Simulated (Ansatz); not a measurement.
The cluster Si₃Au₂⁻. Charge -1, multiplicity 2. Geometry r2SCAN-D4/def2-SVPD.

```xyz
5

Au   -1.940   -1.128   -1.302
Au   -0.543   -0.936    1.433
Si    1.616    0.065    1.093
Si    1.496    1.371   -0.776
Si   -0.629    0.629   -0.448
```

In the def2 sets Au takes a core potential; there is no spin–orbit coupling. B3LYP takes the VWN-RPA correlation. HSE06 is defined as in plane-wave codes, on full-range PBE exchange. Another isomer (doublet) lies 0.08 eV lower at PBE0-D4/def2-TZVPD; other spin states weren't run for this one.

Problem. Estimate the α-spin orbital energies around the gap (eV) in Ansatz with PBE-D4/def2-TZVPD, r2SCAN-D4/def2-TZVPD, r2SCANh-D4/def2-TZVPD, B3LYP-D4/def2-TZVPD, HSE06-D4/def2-TZVPD.

Solution. 
```csv
orbital,PBE-D4/def2-TZVPD,r2SCAN-D4/def2-TZVPD,r2SCANh-D4/def2-TZVPD,B3LYP-D4/def2-TZVPD,HSE06-D4/def2-TZVPD
HOMO−13,-4.61,-4.93,-5.48,-5.74,-5.68
HOMO−12,-4.42,-4.77,-5.35,-5.61,-5.56
HOMO−11,-4.13,-4.45,-5.03,-5.31,-5.25
HOMO−10,-3.94,-4.24,-4.76,-5.03,-4.93
HOMO−9,-3.64,-3.95,-4.51,-4.78,-4.73
HOMO−8,-3.56,-3.88,-4.45,-4.73,-4.65
HOMO−7,-3.37,-3.67,-4.23,-4.52,-4.46
HOMO−6,-3.04,-3.34,-3.93,-4.25,-4.21
HOMO−5,-3.00,-3.31,-3.89,-4.20,-4.16
HOMO−4,-2.34,-2.55,-2.88,-3.00,-2.82
HOMO−3,-1.77,-1.93,-2.19,-2.33,-2.11
HOMO−2,-1.43,-1.61,-1.90,-2.00,-1.83
HOMO−1,-1.12,-1.26,-1.54,-1.68,-1.49
HOMO,-0.34,-0.57,-0.81,-0.78,-0.61
LUMO,0.87,0.92,1.15,1.33,1.12
LUMO+1,1.14,1.21,1.44,1.62,1.41
LUMO+2,1.44,1.53,1.75,1.92,1.70
LUMO+3,1.89,2.00,2.22,2.34,2.14
LUMO+4,2.67,2.95,3.13,3.08,2.89
LUMO+5,3.13,3.52,3.70,3.50,3.37
β HOMO,-1.05,-1.19,-1.47,-1.61,-1.42
β LUMO,0.20,0.41,0.68,0.69,0.58
```
